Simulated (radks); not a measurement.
The numbers below are computed, except where a source is named.
Q: Coherent X-ray form factor from a spherical all-electron density. Code: a radial shooting solver on a logarithmic mesh with Libxc functionals. Model: scalar-relativistic Kohn-Sham, PBE, spin-unpolarised, spherical densities, point nucleus.

sin(theta)/lambda (1/angstrom),f0 (electrons)
0.05,24.706
0.1,23.872
0.15,22.618
0.2,21.096
0.25,19.449
0.3,17.791
0.4,14.726
0.5,12.219
0.6,10.319
0.8,7.968
1,6.742
1.25,5.768
1.5,4.926
2,3.415

The species is in the configuration that NIST lists as its ground one. Which atom or ion scatters so?

A: The cobalt ion Co2+, [Ar] 3d7. Extrapolating in s^2 from the first two rows gives f0(0) = 25.0, near the electron count 25; among species with that count, the fall with angle is slower the higher Z, and the table is that of Z = 27; from so few rows the species is fixed only to a neighbour or two.
